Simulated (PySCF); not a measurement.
An excited-state job on `Cc1ccc(Br)cc1` (p-bromotoluene).

Computed with TDDFT PBE0/def2-SVPD, vertical, gas phase, core orbitals frozen in the response (PySCF 2.14.0, density-fitted response routines). Geometry: GFN2-xTB. The input is one job of a driver script: a line of settings, then coordinates in Å.

Input:
```
{"job": {"kind": "uv", "xc": "PBE0", "basis": "def2-SVPD", "nstates": 8, "ntriplets": 3}, "charge": 0, "multiplicity": 1}
C     -2.258281    -0.201379     0.009070
C     -0.767400    -0.065190     0.014826
C      0.045379    -1.185710     0.141885
C      1.423688    -1.073813     0.131087
C      1.995006     0.178229    -0.011717
Br     3.896562     0.346187    -0.025266
C      1.210678     1.310393    -0.143783
C     -0.166100     1.179779    -0.129152
H     -2.571076    -1.057136     0.602200
H     -2.613512    -0.351116    -1.010849
H     -2.732029     0.695001     0.401397
H     -0.404504    -2.161751     0.251035
H      2.047925    -1.948445     0.233428
H      1.670196     2.280743    -0.255123
H     -0.780946     2.062198    -0.230950
```

Output:
```
coarse grid: 60896 points
cycle   1  E = -2843.9715413284  dE =  1.719e-01  |g| = 3.570e-01  |ddm| = 1.301e+01
cycle   2  E = -2843.9634537770  dE =  8.088e-03  |g| = 3.994e-01  |ddm| = 4.797e+00
cycle   3  E = -2844.0029757926  dE = -3.952e-02  |g| = 9.535e-02  |ddm| = 1.373e+00
cycle   4  E = -2844.0052116543  dE = -2.236e-03  |g| = 3.912e-02  |ddm| = 5.131e-01
cycle   5  E = -2844.0056124373  dE = -4.008e-04  |g| = 8.254e-03  |ddm| = 1.440e-01
cycle   6  E = -2844.0056323553  dE = -1.992e-05  |g| = 2.699e-03  |ddm| = 3.772e-02
cycle   7  E = -2844.0056335651  dE = -1.210e-06  |g| = 2.772e-04  |ddm| = 6.202e-03
final grid: 129136 points
cycle   8  E = -2844.0056728885  dE = -7.531e-08  |g| = 3.273e-04  |ddm| = 2.163e-02
cycle   9  E = -2844.0056728698  dE =  1.873e-08  |g| = 4.251e-04  |ddm| = 2.357e-03
cycle  10  E = -2844.0056729133  dE = -4.352e-08  |g| = 8.224e-05  |ddm| = 1.282e-03
cycle  11  E = -2844.0056729152  dE = -1.920e-09  |g| = 1.107e-05  |ddm| = 3.100e-04
cycle  12  E = -2844.0056729152  dE = -3.502e-11  |g| = 5.615e-06  |ddm| = 5.295e-05
converged SCF energy = -2844.0056729152

Static polarisability (au): isotropic 103.100, principal 64.431 98.390 146.478

Singlet excitations
state   eV       nm        f      main configurations
  1   5.1566    240.4   0.00703   H->L 0.78, H-1->L+1 0.22
  2   5.4303    228.3   0.00070   H->L+2 0.96
  3   5.7169    216.9   0.20869   H->L+1 0.86, H-1->L 0.12
  4   6.3980    193.8   0.00070   H-1->L+2 0.98
  5   6.5358    189.7   0.00972   H-2->L+1 0.80, H-2->L+2 0.12
  6   6.5503    189.3   0.06574   H-2->L+2 0.34, H-1->L+1 0.27, H-2->L+1 0.19
  7   6.5627    188.9   0.00288   H-2->L 0.98
  8   6.6295    187.0   0.08207   H-2->L+2 0.51, H-1->L+1 0.29, H->L 0.09

Triplet excitations (Tamm-Dancoff, eV): 3.9705 4.4264 4.6905
```

The SCF starts on a coarse grid where the log names one; the energy can jump when the final grid takes over, and dE then counts from the start density on the new grid. H and L stand for HOMO and LUMO; the number after each pair is its weight.

**Question.** Give the mean polarisability as a volume in Å³, and the ratio of the largest to the smallest principal value.

**Answer.** 103.100 au × 0.148185 = 15.28 Å³; 146.478/64.431 = 2.27.

**Question.** How does the lowest singlet excitation compare with the HOMO–LUMO gap?

**Answer.** HOMO -6.89 eV and LUMO -0.59 eV give a gap of 6.30 eV; S1 at 5.16 eV lies 1.14 eV below it.

Main results: HOMO -6.89 eV, LUMO -0.59 eV; lowest singlet 5.16 eV; lowest triplet 3.97 eV (Tamm–Dancoff); mean polarisability 103.1 au.

 Relativistic effects, spin–orbit coupling among them, are left out although an element past zinc is present.

**Question.** How long does this job take on Arm Neoverse V2, one thread (shared host)?

**Answer.** About 45 s.
Labels such as C1 count atoms from 1, the log's own numbers from 0.
